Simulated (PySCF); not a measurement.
Species: C8H6FO (doublet state).
Numbering: `[F:1][CH2:2][C:3]#[C:4][C@@H:5]1[C:6]=[CH:7][O:8][CH:9]=[CH:10]1` (hydrogens: H11, H12 on C2; H13 on C5; H14 on C7; H15 on C9; H16 on C10)

Level of theory: PySCF 2.14.0, UKS B3LYP, pcH-1 on C F H O, non-relativistic, mean-field spin-orbit, GIAO. Isolated species at its GFN2-xTB geometry, gas phase. A GFN2-xTB geometry isn't a minimum of the functional, and hyperfine couplings can be far from their values at a DFT geometry. No stability test was run, so a lower SCF solution isn't excluded.

(1) Break the g tensor into its mass correction, gauge correction and orbital-Zeeman/spin–orbit terms.

(2) Average each term over the three axes. Which is largest in size?

(3) What effective moment and Curie constant follow for a powder?

(4) What are the electron Larmor frequencies g μB B/h along the three axes at 330 mT?

(5) In a frozen sample, at which fields do the three g values resonate at 9.5, 34, 94 and 263 GHz (hyperfine left aside), and which band first spreads them over more than twice a line width of 0.5 mT?

Answers

(1) 
```json
{"Δg (ppm)": "relativistic mass correction", "1": "-170", "2": "-170", "3": "-170"}
{"Δg (ppm)": "gauge correction", "1": "44", "2": "3", "3": "14"}
{"Δg (ppm)": "orbital Zeeman/spin–orbit", "1": "-1149", "2": "87", "3": "1274"}
{"Δg (ppm)": "total", "1": "-1275", "2": "-80", "3": "1118"}
```

So g = 2.00104, 2.00224, 2.00344 and g_iso = 2.00224; the tensor is rhombic: the two nearest values differ by 50 % of g3 − g1. Axes: g1 points within 11° of the C5–C6 bond and g2 points within 14° of the C7–O8 bond.

(2) The mass correction -170, the orbital-Zeeman/spin–orbit term 71 and the gauge correction 20 ppm, for a total of -79 ppm. The mass correction is the largest in size. The mass correction is the same along every axis, so the anisotropy comes from the other two: their spans along these axes are 41 (gauge) and 2423 ppm (orbital Zeeman/spin–orbit).

(3) With the mean of g² = 4.0090 and S(S+1) = 0.75: μ_eff = √(⟨g²⟩S(S+1)) = 1.734 μB and χT = 0.12505·⟨g²⟩·S(S+1) = 0.376 cm³ K/mol (cgs; spin-Hamiltonian part alone).

(4) 9.2423, 9.2479, 9.2534 GHz for g1, g2 and g3, a range of 11.1 MHz.

(5) 
| band | GHz | B(g3) mT | B(g2) mT | B(g1) mT | spread mT |
| --- | --- | --- | --- | --- | --- |
| X | 9.5 | 338.79 | 339.00 | 339.20 | 0.41 |
| Q | 34.0 | 1212.53 | 1213.25 | 1213.98 | 1.45 |
| W | 94.0 | 3352.28 | 3354.29 | 3356.29 | 4.01 |
| J | 263.0 | 9379.26 | 9384.87 | 9390.47 | 11.22 |

The spread grows in proportion to the frequency. Q band is the first where it exceeds 1.0 mT.

The Mulliken spin populations are largest on C6 (+1.00) and C7 (-0.11). No atom but C6 exceeds +0.15. The positive populations add up to 1.14 and the negative ones to -0.14, together 2S = 1.

The HOMO–LUMO gaps are 6.13 eV among the α and 3.49 eV among the β orbitals.
